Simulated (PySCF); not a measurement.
## Partial charges of GaH2(OH)

GaH2(OH).
Structure used (PBE0-D3(BJ)/def2-SVP), in Å, numbered top down from 1:
```xyz
5
GaH3O angstrom
Ga     0.3390    0.4193   -0.1133
H      1.8909    0.4704   -0.2428
H     -0.6985    1.5845   -0.2698
O     -0.2872   -1.2081    0.2730
H     -1.2443   -1.2662    0.3529
```

Density: PBE0/pcSseg-1 (pcSseg-2 on Ga) (PySCF); schemes: Mulliken, IAO, Hirshfeld and ESP-fitted. One conformer (not necessarily the lowest) at the PBE0-D3(BJ)/def2-SVP geometry, without solvent, vibrations or thermal averaging. The calculation is non-relativistic, for gallium too.

Problem. Atoms with like bonding are taken together and averaged. Which atoms carry the highest charge in the Mulliken, IAO, Hirshfeld and ESP-fitted schemes?

Solution. All schemes agree: Mulliken Ga1 (+0.381); IAO Ga1 (+0.706); Hirshfeld Ga1 (+0.483); ESP-fitted Ga1 (+0.771).

Problem. Do the Mulliken, IAO, Hirshfeld and ESP-fitted schemes agree on where the charge is lowest?

Solution. All schemes agree: Mulliken O4 (-0.510); IAO O4 (-0.755); Hirshfeld O4 (-0.379); ESP-fitted O4 (-0.712).

Problem. For which atoms does the sign change between the 4 schemes (beyond +0.03 e in one, beyond −0.03 e in another)?

Solution. For none.

Problem. Give the atomic charges in each scheme.

Solution. In e; atoms taken as equivalent share a row and are averaged (×n: the atom named and its like, n in all):

```tsv
atom	environment	Mulliken	IAO	Hirshfeld	ESP-fitted
Ga1	gallium bonded to O and 2 H	+0.381	+0.706	+0.483	+0.771
H2/H3	hydrogen on Ga1	-0.053	-0.149	-0.125	-0.216
O4	oxygen bonded to Ga and H	-0.510	-0.755	-0.379	-0.712
H5	hydrogen on O4	+0.235	+0.347	+0.145	+0.373
```

Mean size of the charges over all atoms: ESP-fitted 0.458 e, IAO 0.421 e, Hirshfeld 0.251 e, Mulliken 0.247 e. Each set sums to the total charge, 0, to within 0.001 e. The Mulliken scheme gives each basis function's population to the atom it is centred on and halves the overlap population of two atoms between them. The Hirshfeld scheme divides the density at each point in proportion to the densities of the neutral, spherically averaged free atoms.

Some averages cover members that differ in this geometry: H2/H3, ESP-fitted -0.238 to -0.195 e.

Problem. Sum the charges by element, for elements with more than one atom.

Solution. 
```
element  atoms  Mulliken     IAO  Hirshfeld  ESP-fitted
      H      3    +0.128  +0.049     -0.104      -0.059
```

Problem. How many electrons does the ESP-fitted scheme count on O4?

Solution. Z − q = 8 − (-0.712) = 8.712.
